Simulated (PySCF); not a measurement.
Bi(OH)2(OMe) (CH₅BiO₃), SMILES C[O][Bi]([OH])[OH].

Geometry: PBE0-D3(BJ)/def2-SVP. The structure was generated by enumeration; whether it is a known compound was not checked. The def2 effective core potentials stand for the cores of Bi; spin–orbit coupling is left out. Other conformers were not sampled.

Two levels are set side by side: PBE/def2-TZVP (PySCF) and M06-2X/def2-TZVP (PySCF). Same geometry, gas phase. Differences are taken from unrounded values.

```tsv
quantity	M06-2X	PBE	PBE minus M06-2X
orbital gap (eV)	8.96	4.36	-4.60
highest occupied level (eV)	-9.23	-6.11	3.12
lowest empty level (eV)	-0.27	-1.75	-1.49
dipole moment (D)	1.57	1.12	-0.45
mean polarisability (bohr³)	62.6	67.6	5.0
```

PBE's occupied levels lie high since its potential decays too fast outside the molecule; exact exchange lowers them and widens the gap. PBE's more diffuse valence density responds more strongly to a field. Differences between two approximate levels are no errors against the true value.

Rough cost on one machine, each run with all the roots and properties that it gave: M06-2X against PBE about 3 times.
